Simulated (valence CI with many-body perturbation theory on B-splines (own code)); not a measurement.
# Energy levels of Re XXVII

Level of theory: configuration interaction combined with many-body perturbation theory (CI+MBPT): three valence electrons over a frozen Dirac-Fock core [Kr] 4d10, radial functions for each j: 7 s, 7 p, 7 d, 7 f, 4 g, 2 h, with the one-electron correlation potential Σ1, the two-electron term Σ2, the three-electron term Σ3, Breit, model QED; selected CI, second order for the rest, scaled by the run's own slope (own B-spline code, finite nucleus).

The last digits are not significant, and no measured levels were compared; by estimate large intervals hold to a few tenths of a per cent, small ones and those within an open d or f shell to about a per cent. Excitations out of the core, of the other parity, are not computed and may begin above about 166 eV (a cautious bound); beyond it only levels of the ground parity were kept, without lifetimes.

Levels 1 to 45 of 134, with energies above the lowest level, 4f3 4I°_9/2. "Leading %" is the weight of the configuration and term that name the level; weights of strongly mixed levels are sums over their largest components and can fall short. Lifetimes count E1, E2, E3, M1 and M2 decay at the calculated energies, and are blank where another channel may lead or the interval is too uncertain; long ones can be off by a factor of two.

```tsv
No.	Configuration	Term	J	E (cm⁻¹)	Leading %	g	Second component	Lifetime
1	4f3	4I°	9/2	0	81	0.762	17 % 4f3 2H°	
2	4f3	4I°	11/2	22639	94	0.969	5 % 4f3 2H°	2.33 ms
3	4f3	4F°	3/2	36362	61	0.634	28 % 4f3 2D°	
4	4f3	4I°	13/2	41293	90	1.090	8 % 4f3 2K°	3.67 ms
5	4f3	2H°	9/2	47211	36	1.010	33 % 4f3 2G°	1.84 ms
6	4f3	4F°	5/2	51508	67	0.957	16 % 4f3 4G°	13.4 ms
7	4f3	4I°	15/2	56990	77	1.163	21 % 4f3 2K°	9.51 ms
8	4f3	4S°	3/2	57852	60	1.579	23 % 4f3 2P°	7.67 ms
9	4f3	4F°	7/2	58651	48	1.063	43 % 4f3 2G°	12.9 ms
10	4f3	4G°	5/2	59467	70	0.701	20 % 4f3 4F°	11.1 ms
11	4f3	4G°	7/2	70251	68	1.045	24 % 4f3 4F°	4.25 ms
12	4f3	4F°	9/2	75823	61	1.179	26 % 4f3 2H°	1.94 ms
13	4f3	2K°	13/2	76932	86	0.953	9 % 4f3 4I°	1.23 ms
14	4f3	2H°	11/2	77641	66	1.113	23 % 4f3 4G°	2.06 ms
15	4f3	2D°	3/2	84485	30	1.149	24 % 4f3 4S°	1.55 ms
16	4f3	2G°	7/2	86976	51	1.002	26 % 4f3 4F°	1.56 ms
17	4f3	2P°	1/2	86995	61	0.401	39 % 4f3 4D°	2.53 ms
18	4f3	4G°	9/2	88766	82	1.124	15 % 4f3 2H°	1.79 ms
19	4f3	2L°	15/2	90474	44	1.034	37 % 4f3 2K°	1.55 ms
20	4f3	2D°	5/2	92994	45	1.200	39 % 4f3 4D°	2.54 ms
21	4f3	2H°	11/2	98456	60	1.077	23 % 4f3 2I°	4.50 ms
22	4f3	4D°	3/2	101220	39	1.102	39 % 4f3 2D°	2.62 ms
23	4f3	2D°	5/2	104300	73	1.203	16 % 4f3 4D°	1.49 ms
24	4f3	4G°	11/2	109360	49	1.099	47 % 4f3 2I°	1.94 ms
25	4f3	2G°	9/2	110070	41	1.093	34 % 4f3 2H°	1.13 ms
26	4f3	4D°	1/2	115140	61	0.257	39 % 4f3 2P°	2.81 ms
27	4f3	2I°	13/2	120690	94	1.066	6 % 4f3 2K°	2.64 ms
28	4f3	2D°	3/2	121070	46	1.047	25 % 4f3 2P°	773 μs
29	4f3	4D°	7/2	121700	91	1.398	7 % 4f3 2F°	2.83 ms
30	4f3	2L°	15/2	122180	53	1.003	43 % 4f3 2K°	987 μs
31	4f3	2L°	17/2	124510	100	1.056		3.09 ms
32	4f3	2H°	9/2	125640	64	0.990	24 % 4f3 2G°	1.14 ms
33	4f3	2F°	5/2	134510	51	1.044	33 % 4f3 4D°	549 μs
34	4f3	2D°	3/2	141380	57	1.006	21 % 4f3 2P°	785 μs
35	4f3	2H°	11/2	144790	64	1.070	24 % 4f3 2I°	803 μs
36	4f3	2F°	7/2	157780	85	1.140	6 % 4f3 4D°	755 μs
37	4f3	2D°	5/2	160750	58	1.102	29 % 4f3 2F°	585 μs
38	4f3	2G°	9/2	168360	92	1.094	7 % 4f3 2H°	1.40 ms
39	4f3	2G°	7/2	171950	86	0.921	12 % 4f3 2F°	1.91 ms
40	4f3	2F°	7/2	230820	89	1.124	8 % 4f3 2G°	326 μs
41	4f3	2F°	5/2	237200	99	0.857		533 μs
42	4f2 5s	4H	7/2	1006200	90	0.688	10 % 4f2 5s 2G	4.34 μs
43	4f2 5s	4H	9/2	1011800	55	0.969	32 % 4f2 5s 2H	3.23 μs
44	4f2 5s	4F	3/2	1025400	87	0.450	12 % 4f2 5s 2D	1.20 μs
45	4f2 5s	4F	5/2	1030100	62	1.013	24 % 4f2 5s 2F	1.20 μs
```

Names give the largest LS component (configuration and term), which can be under half, so a name can repeat, a term be missing and a line seem to break the LS rules; names also repeat where a configuration has a term twice.

Where two levels of one J and parity lie close, their mixing, g and order are uncertain.

The ionisation energy to 4f2 3H_4 of the next ion comes out as 839.87 eV (NIST: 860 ± 40 eV (theoretical)). All 134 levels together are meant to be complete up to 1340400 cm⁻¹.
